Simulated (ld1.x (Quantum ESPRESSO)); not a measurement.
## LDA (PZ) PAW dataset for titanium (Ti), non-relativistic all-electron reference.

The input file (ld1.x (Quantum ESPRESSO) 7.5):

```
&input
   title='Ti', zed=22., rel=0, dft='PZ', iswitch=3,
   config='[Ar] 3d2 4s2 4p0',
   nld=3, rlderiv=3.85, eminld=-2.0, emaxld=5.0, deld=0.02
 /
 &inputp
   pseudotype=3, lpaw=.true., tm=.true., lloc=-1, rcloc=3.45,
   nlcc=.true., new_core_ps=.true., rcore=1.30,
   which_augfun='BESSEL', rmatch_augfun=1.50,
   file_pseudopw='Ti.UPF', file_wfcaegen='ae.wfc', file_wfcncgen='nc.wfc', file_beta='beta', file_chi='chi', file_wfcusgen='us.wfc'
 /
6
4S  1  0   2.00   0.00  2.10  2.65  0.0
4S  1  0   0.00   4.90  2.10  2.65  0.0
4P  2  1   0.00   0.00  2.90  3.55  0.0
4P  2  1   0.00   0.40  2.90  3.55  0.0
3D  3  2   2.00   0.00  2.45  2.85  0.0
3D  3  2   0.00   0.20  2.45  2.85  0.0
 &test
   configts(1)='3d2 4s2 4p0'
 /
```

Command:

```bash
ld1.x < Ti.in > Ti.out
```

Resulting log (shortened: banner, matrices, multipoles, cross overlaps and the repeated all-electron block are left out):

```
Program LD1 v.7.5
     --------------------------- All-electron run ----------------------------

     Ti

     atomic number is 22.00
     dft =PZ   lsd =0 sic =0 latt =0  beta=0.20 tr2=1.0E-14
     Exchange-correlation= PZ
                           (   1   1   0   0   0   0   0)
     mesh =1177 r(mesh) = 100.37945 a.u. xmin = -7.00 dx = 0.01250
     1 Ry =  13.60569312 eV

     n l     nl                  e(Ry)          e(Ha)          e(eV)
     1 0     1S 1( 2.00)      -354.5552      -177.2776     -4823.9692
     2 0     2S 1( 2.00)       -38.9164       -19.4582      -529.4842
     2 1     2P 1( 6.00)       -32.5714       -16.2857      -443.1563
     3 0     3S 1( 2.00)        -4.5153        -2.2576       -61.4334
     3 1     3P 1( 6.00)        -2.8452        -1.4226       -38.7110
     3 2     3D 1( 2.00)        -0.3397        -0.1699        -4.6220
     4 0     4S 1( 2.00)        -0.3348        -0.1674        -4.5550
     4 1     4P 1( 0.00)        -0.1142        -0.0571        -1.5540

     final scf error:  5.5E-15 reached in  41 iterations

     Etot =   -1694.532817 Ry,    -847.266409 Ha,  -23055.293498 eV

     Ekin =    1692.099562 Ry,     846.049781 Ha,   23022.187376 eV
     Encl =   -4017.455103 Ry,   -2008.727552 Ha,  -54660.261270 eV
     Eh   =     710.438132 Ry,     355.219066 Ha,    9666.003200 eV
     Exc  =     -79.615408 Ry,     -39.807704 Ha,   -1083.222804 eV

     normalization and overlap integrals

     s(1S/1S) =  1.000000  <r> =   0.0703  <r2> =    0.0066  r(max) =   0.0460
     s(2S/2S) =  1.000000  <r> =   0.3286  <r2> =    0.1276  r(max) =   0.2716
     s(2P/2P) =  1.000000  <r> =   0.2913  <r2> =    0.1047  r(max) =   0.2196
     s(3S/3S) =  1.000000  <r> =   1.0163  <r2> =    1.1931  r(max) =   0.8794
     s(3P/3P) =  1.000000  <r> =   1.0901  <r2> =    1.4031  r(max) =   0.9016
     s(3D/3D) =  1.000000  <r> =   1.5963  <r2> =    3.4624  r(max) =   0.9719
     s(4S/4S) =  1.000000  <r> =   3.5073  <r2> =   14.1947  r(max) =   2.9196
     s(4P/4P) =  1.000000  <r> =   4.7759  <r2> =   26.8063  r(max) =   3.7960

     ------------------------ End of All-electron run ------------------------

     --------------------- Generating PAW atomic setup --------------------

      Generating local potential from pseudized AE potential:
      Matching radius rcloc =   3.4500

      Local pseudo, rcloc= 3.435 Estimated cut-off energy=     2.04 Ry

      Computing core charge for nlcc:

       r > 1.31 : true rho core
      Core charge pseudized with two Bessel functions
      Integrated core pseudo-charge :  10.31
      Wfc-us  4S rcutus= 2.675  Estimated cut-off energy=     6.04 Ry
      Wfc-us  4S rcutus= 2.675  Estimated cut-off energy=    15.88 Ry
      Wfc-us  4P rcutus= 3.522  Estimated cut-off energy=     5.96 Ry
      Wfc-us  4P rcutus= 3.522  Estimated cut-off energy=     7.00 Ry
      Wfc-us  3D rcutus= 2.883  Estimated cut-off energy=    14.15 Ry
      Wfc-us  3D rcutus= 2.883  Estimated cut-off energy=    25.60 Ry

     Required augmentation: BESSEL   radius:    1.500000
     Suggested rho cutoff for augmentation:  43.82 Ry

     Estimated PAW energy =  -82.875099 Ryd

     ------------------- End of pseudopotential generation -------------------

     Computing logarithmic derivative in   3.86796
     Computing logarithmic derivative in   3.86796
     Computing the partial wave expansion
     R is outside the sphere for l=    0 j= 0.00
     R is outside the sphere for l=    0 j= 0.00
     R is outside the sphere for l=    1 j= 0.00
     R is outside the sphere for l=    1 j= 0.00
     R is outside the sphere for l=    2 j= 0.00
     R is outside the sphere for l=    2 j= 0.00

     ---------------------- Testing the pseudopotential ----------------------

     Ti

     atomic number is 22.00   valence charge is  4.00
     dft = SLA  PZ   NOGX NOGC   lsd =0 sic =0 latt =0  beta=0.20 tr2=1.0E-14
     mesh =1177 r(mesh) = 100.37945 xmin = -7.00 dx = 0.01250

     n l     nl             e AE (Ry)        e PS (Ry)    De AE-PS (Ry)
     3 2     3D   1( 2.00)       -0.33971       -0.33971       -0.00000
     1 0     4S   1( 2.00)       -0.33478       -0.33478        0.00000
     2 1     4P   1( 0.00)       -0.11422       -0.11422        0.00000

     eps = 2.4E-15  iter =  3

     Etot =   -1694.532817 Ry,    -847.266409 Ha,  -23055.293498 eV
     Etotps =   -82.875095 Ry,     -41.437547 Ha,   -1127.573109 eV

     Ekin =      18.444986 Ry,       9.222493 Ha,     250.956822 eV
     Encl =     -27.666609 Ry,     -13.833305 Ha,    -376.423394 eV
     Ehrt =       5.961936 Ry,       2.980968 Ha,      81.116270 eV
     Ecxc =     -79.615408 Ry,     -39.807704 Ha,   -1083.222807 eV
     (Ecc =     -15.826074 Ry,      -7.913037 Ha,    -215.324708 eV)

     ---------------------- End of pseudopotential test ----------------------
```

Generation and configuration tests took about 1.9 s on one core of a shared server CPU.

Transferability test of the new file with ld1.x, input:

```
&input
   title='Ti', zed=22., rel=0, dft='PZ', iswitch=2,
   config='[Ar] 3d2 4s2 4p0'
 /
 &test
   file_pseudo='Ti.UPF', nconf=10,
   configts(1)='3d2 4s2 4p0',
   configts(2)='3d2 4s1 4p0',
   configts(3)='3d2 4s0 4p0',
   configts(4)='3d1 4s0 4p0',
   configts(5)='3d3 4s0 4p0',
   configts(6)='3d1 4s2 4p1',
   configts(7)='3d2 4s1 4p1',
   configts(8)='3d2 4s0 4p1',
   configts(9)='3d2 4s2 4p0', lsdts(9)=1,
   configts(10)='3d2 4s1 4p0', lsdts(10)=1
 /
```

```bash
ld1.x < Ti.test.in > Ti.test.out
```

Pseudopotential blocks of its output, shortened (energy terms left out; the distinct warnings before each block abridged to one line each):

```
     ---------------------- Testing the pseudopotential ----------------------

     n l     nl             e AE (Ry)        e PS (Ry)    De AE-PS (Ry)
     3 2     3D   1( 2.00)       -0.33971       -0.33971       -0.00000
     1 0     4S   1( 2.00)       -0.33478       -0.33478        0.00000
     2 1     4P   1( 0.00)       -0.11422       -0.11422        0.00000

     eps = 2.4E-15  iter =  3

     Etot =   -1694.532817 Ry,    -847.266409 Ha,  -23055.293498 eV
     Etotps =   -82.875095 Ry,     -41.437547 Ha,   -1127.573109 eV

     ---------------------- End of pseudopotential test ----------------------

          ---------------------- Testing the pseudopotential ----------------------

     n l     nl             e AE (Ry)        e PS (Ry)    De AE-PS (Ry)
     3 2     3D   1( 2.00)       -0.86609       -0.86652        0.00044
     1 0     4S   1( 1.00)       -0.77316       -0.77344        0.00028
     2 1     4P   1( 0.00)       -0.49799       -0.49807        0.00008

     eps = 6.7E-15  iter = 14

     Etot =   -1693.983528 Ry,    -846.991764 Ha,  -23047.820036 eV
     Etotps =   -82.325712 Ry,     -41.162856 Ha,   -1120.098379 eV
     dEtot_ae =       0.549289 Ry
     dEtot_ps =       0.549382 Ry,   Delta E=      -0.000093 Ry

     ---------------------- End of pseudopotential test ----------------------

          BEWARE! Errors in PS-KS equations
     Warning: n=1, l=0 expected 0 nodes, found 2
     Warning: n=2, l=1 expected 0 nodes, found 1
     Warning: n=3, l=2 expected 0 nodes, found 1
     ---------------------- Testing the pseudopotential ----------------------

     n l     nl             e AE (Ry)        e PS (Ry)    De AE-PS (Ry)
     3 2     3D   1( 2.00)       -1.47366       -1.47366        0.00000
     1 0     4S   1( 0.00)       -1.23495       -1.23495        0.00000
     2 1     4P   1( 0.00)       -0.90492       -0.90492        0.00000

     eps = 8.0E-32  iter =  3

     Etot =   -1692.976801 Ry,    -846.488400 Ha,  -23034.122815 eV
     Etotps =   -78.778184 Ry,     -39.389092 Ha,   -1071.831792 eV
     dEtot_ae =       1.556016 Ry
     dEtot_ps =       4.096911 Ry,   Delta E=      -2.540895 Ry

     ---------------------- End of pseudopotential test ----------------------

          BEWARE! Errors in PS-KS equations
     ---------------------- Testing the pseudopotential ----------------------

     n l     nl             e AE (Ry)        e PS (Ry)    De AE-PS (Ry)
     3 2     3D   1( 1.00)       -2.58152       -2.65205        0.07053  !
     1 0     4S   1( 0.00)       -1.92188       -1.92188        0.00000
     2 1     4P   1( 0.00)       -1.51868       -1.51868        0.00000

     eps = 6.4E-17  iter = 19

     Etot =   -1690.966789 Ry,    -845.483395 Ha,  -23006.775218 eV
     Etotps =   -78.482916 Ry,     -39.241458 Ha,   -1067.814477 eV
     dEtot_ae =       3.566028 Ry
     dEtot_ps =       4.392178 Ry,   Delta E=      -0.826151 Ry

     ---------------------- End of pseudopotential test ----------------------

          BEWARE! Errors in PS-KS equations
     ---------------------- Testing the pseudopotential ----------------------

     n l     nl             e AE (Ry)        e PS (Ry)    De AE-PS (Ry)
     3 2     3D   1( 3.00)       -0.61194       -0.61194        0.00000
     1 0     4S   1( 0.00)       -0.66799       -0.66799        0.00000
     2 1     4P   1( 0.00)       -0.41742       -0.41742        0.00000

     eps = 1.8E-30  iter =  3

     Etot =   -1693.995661 Ry,    -846.997830 Ha,  -23047.985109 eV
     Etotps =   -77.666700 Ry,     -38.833350 Ha,   -1056.709289 eV
     dEtot_ae =       0.537157 Ry
     dEtot_ps =       5.208395 Ry,   Delta E=      -4.671238 Ry

     ---------------------- End of pseudopotential test ----------------------

          ---------------------- Testing the pseudopotential ----------------------

     n l     nl             e AE (Ry)        e PS (Ry)    De AE-PS (Ry)
     3 2     3D   1( 1.00)       -0.71989       -0.76294        0.04305  !
     1 0     4S   1( 2.00)       -0.46224       -0.46463        0.00239
     2 1     4P   1( 1.00)       -0.19494       -0.19617        0.00123

     eps = 4.4E-15  iter = 18

     Etot =   -1694.165424 Ry,    -847.082712 Ha,  -23050.294864 eV
     Etotps =   -82.488894 Ry,     -41.244447 Ha,   -1122.318573 eV
     dEtot_ae =       0.367393 Ry
     dEtot_ps =       0.386201 Ry,   Delta E=      -0.018808 Ry

     ---------------------- End of pseudopotential test ----------------------

          ---------------------- Testing the pseudopotential ----------------------

     n l     nl             e AE (Ry)        e PS (Ry)    De AE-PS (Ry)
     3 2     3D   1( 2.00)       -0.42901       -0.42946        0.00045
     1 0     4S   1( 1.00)       -0.39061       -0.39072        0.00010
     2 1     4P   1( 1.00)       -0.15900       -0.15902        0.00002

     eps = 5.3E-15  iter = 14

     Etot =   -1694.306941 Ry,    -847.153471 Ha,  -23052.220300 eV
     Etotps =   -82.649180 Ry,     -41.324590 Ha,   -1124.499375 eV
     dEtot_ae =       0.225876 Ry
     dEtot_ps =       0.225915 Ry,   Delta E=      -0.000039 Ry

     ---------------------- End of pseudopotential test ----------------------

          ---------------------- Testing the pseudopotential ----------------------

     n l     nl             e AE (Ry)        e PS (Ry)    De AE-PS (Ry)
     3 2     3D   1( 2.00)       -0.94491       -0.94702        0.00211
     1 0     4S   1( 0.00)       -0.82096       -0.82156        0.00061
     2 1     4P   1( 1.00)       -0.54187       -0.54221        0.00034

     eps = 7.9E-15  iter = 11

     Etot =   -1693.706690 Ry,    -846.853345 Ha,  -23044.053460 eV
     Etotps =   -82.048636 Ry,     -41.024318 Ha,   -1116.328561 eV
     dEtot_ae =       0.826128 Ry
     dEtot_ps =       0.826459 Ry,   Delta E=      -0.000332 Ry

     ---------------------- End of pseudopotential test ----------------------
```

The test run then stopped with an error in new_paw_hamiltonian: “negative rho”.
